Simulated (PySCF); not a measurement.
Spin-rotation constants: `ClC(CC(C)=O)Cl`, C₄H₆Cl₂O

Molfile (atoms numbered from 1):
```
C4H6Cl2O
     RDKit          3D

 13 12  0  0  0  0  0  0  0  0999 V2000
   -1.8234    0.4340   -0.5093 C   0  0  0  0  0  0  0  0  0  0  0  0
   -0.6935   -0.2317    0.2157 C   0  0  0  0  0  0  0  0  0  0  0  0
   -0.8242   -1.1714    0.9518 O   0  0  0  0  0  0  0  0  0  0  0  0
    0.6855    0.3864   -0.0492 C   0  0  0  0  0  0  0  0  0  0  0  0
    1.5619   -0.6236   -0.7725 C   0  0  0  0  0  0  0  0  0  0  0  0
    3.0186    0.1530   -1.4289 Cl  0  0  0  0  0  0  0  0  0  0  0  0
    0.6554   -1.4119   -2.0923 Cl  0  0  0  0  0  0  0  0  0  0  0  0
   -1.8823    1.4787   -0.2101 H   0  0  0  0  0  0  0  0  0  0  0  0
   -2.7629   -0.0643   -0.2870 H   0  0  0  0  0  0  0  0  0  0  0  0
   -1.6344    0.4001   -1.5801 H   0  0  0  0  0  0  0  0  0  0  0  0
    1.1573    0.6375    0.9024 H   0  0  0  0  0  0  0  0  0  0  0  0
    0.5872    1.2886   -0.6529 H   0  0  0  0  0  0  0  0  0  0  0  0
    1.8848   -1.4277   -0.1077 H   0  0  0  0  0  0  0  0  0  0  0  0
  1  2  1  0
  2  3  2  0
  2  4  1  0
  4  5  1  0
  5  6  1  0
  5  7  1  0
  1  8  1  0
  1  9  1  0
  1 10  1  0
  4 11  1  0
  4 12  1  0
  5 13  1  0
M  END
```

Method used: GIAO BHandHLYP/pcSseg-1 magnetisability, rotational g tensor and spin-rotation constants, non-relativistic, gas phase in PySCF 2.14.0. Geometry: GFN2-xTB, dihedral held. The dihedral C2–C4–C5–Cl7 is held at 45°.

Give the nuclear spin-rotation constants along the inertial axes (H = +C I·J) beside the isotropic shieldings.

Rotational constants 2.8804, 1.0897, 0.9487 GHz. A star marks the isotopologue with that one atom substituted, in its own axes.
| atom | isotope | Caa (kHz) | Cbb (kHz) | Ccc (kHz) | mean (kHz) | σ (ppm) |
| --- | --- | --- | --- | --- | --- | --- |
| Cl6 | 35Cl | 0.368 | 0.324 | 0.376 | 0.356 | 684.2 |
| Cl7 | 35Cl | 0.813 | 0.129 | 0.366 | 0.436 | 704.1 |
| H8 | 1H | -0.341 | -0.031 | -0.046 | -0.139 | 29.7 |
| H9 | 1H | 0.033 | -0.102 | -0.103 | -0.057 | 29.8 |
| H10 | 1H | -0.221 | -0.049 | -0.060 | -0.110 | 29.2 |
| H11 | 1H | -0.305 | 0.022 | -0.097 | -0.127 | 29.1 |
| H12 | 1H | -0.302 | -0.130 | 0.040 | -0.131 | 28.9 |
| H13 | 1H | -0.274 | -0.114 | 0.062 | -0.108 | 25.9 |
| C1 | 13C* | 0.449 | 0.199 | 0.161 | 0.270 | 149.7 |
| C2 | 13C* | 1.520 | 0.309 | 0.462 | 0.763 | -23.9 |
| O3 | 17O* | -1.925 | -0.153 | -0.954 | -1.010 | -342.9 |
| C4 | 13C* | 0.488 | 0.230 | 0.206 | 0.308 | 130.7 |
| C5 | 13C* | 0.631 | 0.238 | 0.252 | 0.374 | 105.8 |

For the geometry as given, no vibrational averaging.
